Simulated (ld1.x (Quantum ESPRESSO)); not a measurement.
**Pseudopotential generation for Se (Z = 34): PAW, PBE, scalar-relativistic.**

```
Element                 : Se
Generator               : ld1.x (Quantum ESPRESSO) 7.5
Type                    : PAW
Functional              : PBE
Relativity              : scalar-relativistic
Frozen core             : [Ar] 3d10
Valence charge          : 6
Reference configuration : 4s2 4p3 (charge +1)
Partial waves           : 4s (bound): rcut 1.10, rcutus 1.30 bohr; 4s channel at -0.25 Ry: rcut 1.10, rcutus 1.30 bohr; 4p (bound): rcut 1.05, rcutus 1.40 bohr; 4p channel at -0.45 Ry: rcut 1.05, rcutus 1.40 bohr; 4d channel at 0.25 Ry: rcut 1.20, rcutus 1.30 bohr
Local potential         : all-electron potential smoothed inside 1.30 bohr (lloc = -2)
Core correction         : Bessel-smoothed model core inside 1.20 bohr
Augmentation charge     : BG, radius 0.90 bohr
```

All-electron outer shells of the reference configuration (PBE, scalar-relativistic, ld1.x):

```json
{"shell": "4s", "level (eV)": "-26.86", "outermost node (bohr)": "0.70", "outermost maximum (bohr)": "1.49"}
{"shell": "4p", "level (eV)": "-15.41", "outermost node (bohr)": "0.74", "outermost maximum (bohr)": "1.75"}
```

Estimate the cutoffs (Ry, on a coarse ladder) from which the occupation-weighted sum of valence levels, in a spherical-Bessel basis at the reference potential, stays within 10 and 1 mRy of its value at 400 Ry.

25 Ry and 45 Ry.

What does a ghost test show?

No extra level below or beside the all-electron valence levels (s, p, d, f tested).

Is the overlap operator S = 1 + Σ q|β⟩⟨β| positive definite (Bessel basis up to 400 Ry)?

Yes: its lowest eigenvalue is 0.57 (s channel).

Its largest configuration-test error is -0.8 meV (4s2 4p4). Test run stopped at test 2 of 7 (negative rho).
